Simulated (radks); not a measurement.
The numbers below are computed, except where a source is named.
The bromine ion Br2+, configuration [Ar] 3d10 4s2 4p3.

Code: a radial shooting solver on a logarithmic mesh with Libxc functionals. Model: scalar-relativistic Kohn-Sham, XLYP, spin-unpolarised, spherical densities, finite nucleus; Fermi nuclear charge, rms radius 4.1629 fm.

Energy parts (eV):
| part | energy |
|---|---|
| total | -70909.798 |
| kinetic | 72448.269 |
| electron-nucleus | -170185.904 |
| Hartree | 29336.068 |
| exchange-correlation | -2508.231 |

Orbitals (lengths in bohr, moments of r in powers of bohr):
[
 {"orbital": "1s", "occ.": "2", "eigenvalue (eV)": "-13347.37", "<r^2>": "0.002460", "<1/r>": "35.66"},
 {"orbital": "2s", "occ.": "2", "eigenvalue (eV)": "-1757.911", "<r^2>": "0.04236", "<1/r>": "7.898"},
 {"orbital": "2p", "occ.": "6", "eigenvalue (eV)": "-1553.604", "<r^2>": "0.03349", "<1/r>": "7.731"},
 {"orbital": "3s", "occ.": "2", "eigenvalue (eV)": "-261.9063", "<r^2>": "0.3498", "<1/r>": "2.594"},
 {"orbital": "3p", "occ.": "6", "eigenvalue (eV)": "-197.4091", "<r^2>": "0.3726", "<1/r>": "2.442"},
 {"orbital": "3d", "occ.": "10", "eigenvalue (eV)": "-90.6810", "<r^2>": "0.4300", "<1/r>": "2.155"},
 {"orbital": "4s", "occ.": "2", "eigenvalue (eV)": "-41.7600", "<r^2>": "2.867", "<1/r>": "0.8374"},
 {"orbital": "4p", "occ.": "3", "eigenvalue (eV)": "-28.1201", "<r^2>": "3.968", "<1/r>": "0.7069"},
 {"orbital": "4d", "occ.": "0", "eigenvalue (eV)": "-11.6145", "<r^2>": "10.36", "<1/r>": "0.4298"},
 {"orbital": "5s", "occ.": "0", "eigenvalue (eV)": "-12.3943", "<r^2>": "17.08", "<1/r>": "0.3325"}
]

The highest occupied level is 4p at -28.120 eV. For comparison, the ionisation energy in NIST's Atomic Spectra Database is 34.87 eV (measured). In exact Kohn-Sham theory the highest level is minus the ionisation energy, but local and semilocal functionals leave it too shallow, through self-interaction and a potential that decays too fast; potentials with the right tail come closer. The density falls to 0.001 e/bohr^3 at r = 3.56 bohr. Summed over all electrons, <r^2> = 25.16 bohr^2, which gives a Langevin (diamagnetic) susceptibility term of -19.9 x 10^-6 cm^3/mol.

Beside tabulated values, note that spin-unpolarised runs miss the spin-polarisation part of the exchange energy of open shells.
